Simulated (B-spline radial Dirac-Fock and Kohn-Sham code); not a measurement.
## Subshell cross sections of F⁻, photon energy 108 eV

System: F⁻ in the configuration [He] 2s2 2p6, inside a Watson sphere of charge +1 and radius 1.596 Å (a model of the Madelung potential; inside it an electron's potential energy is lowered by 9.0 eV).

The run's input, task.json:

```json
{"items": [{
  "Z": 9,
  "q": -1,
  "cfg": [[1, 0, 2], [2, 0, 2], [2, 1, 6]],
  "A": 19,
  "rrms": 2.8976,
  "watson": [1, 1.596],
  "do": ["binding", "quiet", "photo"],
  "hv": [33.0, 39.4, 80, 108.0, 150, 600, 686.0, 800, 1320.0, 2984.4, 5414.7, 7990.0, 8280.0, 9251.7, 46400.0, 80000]
}]}
```

Launch: `python xray_run.py task.json out`

Level of theory: Dirac-Hartree-Slater photoionisation with all multipoles and Dirac-Fock thresholds; a radial finite-basis atomic code. The asymmetry parameter β is from the dipole term alone. Kinetic energies are from the vacuum level.

The last column is dσ/dΩ = σ/(4π) · [1 + β P₂(cos θ)] at θ = 90° from the polarisation vector of linearly polarised light.

| subshell | electrons | binding (eV) | kinetic (eV) | σ (kb) | β | dσ/dΩ (kb/sr) |
| --- | --- | --- | --- | --- | --- | --- |
| L1 (2s) | 2 | 34.12 | 73.88 | 510 | 2.00 | ≈ 0 |
| L2 (2p1/2) | 2 | 10.15 | 97.85 | 681 | 1.48 | 14.0 |
| L3 (2p3/2) | 4 | 10.11 | 97.89 | ? | ? | ? |

Question: What are σ and β for L3 (2p3/2)?

Answer: σ = 1360 kb, the largest of all subshells and 53 % of the total, and β = 1.49, which gives dσ/dΩ = 27.7 kb/sr.

At such low photon energies correlation between channels can change these cross sections by tens of per cent.

Values without a named source are computed, but for edge energies of neutral atoms, which are taken from tables.
